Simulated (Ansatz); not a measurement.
Geometry optimisation, RKS PBE0-D4/def2-SVP (Ansatz).

Input file:

```yaml
crystal:
  periodic: [false, false, false]
  atoms:
    - { symbol: Hf, position_ang: [0.0, 0.0, 0.0] }
    - { symbol: Cl, position_ang: [0.0, 0.0, 2.87] }
    - { symbol: Cl, position_ang: [2.3764, 0.0, -0.8392] }
    - { symbol: F, position_ang: [-0.9326, 1.6157, -0.6593] }
    - { symbol: F, position_ang: [-0.9326, -1.6157, -0.6593] }
    - { symbol: H, position_ang: [1.1276, 1.7004, 0.6779] }
    - { symbol: H, position_ang: [0.9359, 1.4115, 1.7104] }
basis:
  gaussian: { orbitals: def2-SVP }
hamiltonian:
  xc: pbe0
  dispersion: d4
relax:
  f_tol: 0.15
  max_steps: 25
  restrain:
    - { distance: [0, 5], at: 1.85, k: 30.0 }
    - { distance: [6, 1], at: 1.37, k: 30.0 }
    - { distance: [0, 1], at: 3.72, k: 30.0 }
    - { distance: [6, 5], at: 1.86, k: 30.0 }
```

Launched with:

```bash
$ ansatz run input.yaml --threads 2 --pin off --max-ram 3072MiB --backend cpu --events-out ev --progress --plain --runs-dir out
```

Where does it end, and by what steps?

The run converged. The restraints hold the end off the free minimum. After 18 steps the energy has fallen by 0.766 eV (the restraints' own energy left out); F4 moved furthest, 1.35 Å. Joined: Cl2–H7 (2.05 → 1.34 Å).

| step | energy less start (eV) | largest force component (eV/Å) | accepted |
| --- | --- | --- | --- |
| 0 | 0.0000 | 3.493 | yes |
| 1 | 0.9688 | 2.822 | yes |
| 2 | 1.3519 | 2.398 | yes |
| 3 | 1.0708 | 1.713 | yes |
| 4 | 0.3204 | 0.992 | yes |
| 5 | -0.1581 | 0.880 | yes |
| 6 | -0.4498 | 0.990 | yes |
| 7 | -0.6188 | 0.935 | yes |
| 8 | -0.6592 | 0.982 | yes |
| 9 | -0.5920 | 1.941 | no |
| 10 | -0.6700 | 0.922 | yes |
| 11 | -0.6767 | 0.901 | yes |
| 12 | -0.6764 | 1.207 | yes |
| 13 | -0.6988 | 1.282 | yes |
| 14 | -0.7177 | 1.188 | yes |
| 15 | -0.7303 | 1.125 | yes |
| 16 | -0.7259 | 1.284 | yes |
| 17 | -0.7442 | 1.156 | yes |
| 18 | -0.7662 | 0.936 | yes |

```xyz
7
Properties=species:S:1:pos:R:3
Hf 0.129 0.445 -0.492
Cl 1.008 -0.222 3.056
Cl 2.358 -0.133 -0.909
F -0.603 1.402 -1.949
F -1.026 -0.988 -0.044
H 0.097 1.664 0.900
H 0.611 0.944 2.538
```

Run time: 55 s on 2 threads of Arm Neoverse V2 (shared host), peak memory 0.25 GiB.
